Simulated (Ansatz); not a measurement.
The same path of C$_{2}$H$_{10}$BClSi$_{2}$ (16 atoms, charge 0, multiplicity 1) was run twice with different band settings. The coordinate that changes most is the dihedral H9–C1–Si2–B3.

Computed with RKS PBE0-D4/6-31G* in Ansatz 0.2.0.

Relaxed end points:

```xyz
16
Properties=species:S:1:pos:R:3
C 0.857 -2.132 -0.013
Si 1.190 -0.698 -1.195
B 0.611 1.096 -0.444
Cl 0.827 2.513 -1.486
C -0.065 1.290 0.932
Si -1.935 1.040 0.678
H 1.188 -3.083 -0.443
H -0.213 -2.219 0.207
H 1.387 -1.993 0.935
H 0.488 -0.933 -2.494
H 2.652 -0.625 -1.504
H 0.064 2.290 1.362
H 0.237 0.527 1.661
H -2.200 -0.273 0.026
H -2.491 2.120 -0.179
H -2.621 1.058 2.000
```

```xyz
16
Properties=species:S:1:pos:R:3
C 0.615 -2.207 -0.180
Si 0.938 -0.769 -1.361
B 0.666 1.044 -0.491
Cl 0.906 2.472 -1.513
C 0.196 1.252 0.966
Si -1.707 1.207 0.954
H 1.283 -2.162 0.687
H 0.778 -3.169 -0.676
H -0.417 -2.190 0.186
H 0.041 -0.876 -2.553
H 2.342 -0.838 -1.872
H 0.486 2.215 1.402
H 0.503 0.433 1.629
H -2.190 -0.051 0.318
H -2.249 2.365 0.195
H -2.213 1.253 2.353
```

Common settings: movable images 7; climbing image yes; spring 5.0 eV/Å²; optimiser quadratic models (default); start path IDPP; force threshold 0.03 eV/Å; end points relaxed.

| run | iteration limit |
| --- | --- |
| 1 | 42 |
| 2 | 6 |

Q: What does each run give, and how far can it be trusted?

A: Run 1: converged after 7 iterations, highest image 0.059 eV above the first end. A vibrational analysis at the climbing image gives one clearly imaginary mode, 160i cm⁻¹: a first-order saddle point.
Run 2: not converged after 6 iterations, highest image 0.060 eV above the first end. The band didn't meet its force threshold, so its energies are provisional: the largest band force was still 0.04 eV/Å, and over the last iterations the top stayed at 0.06 eV.
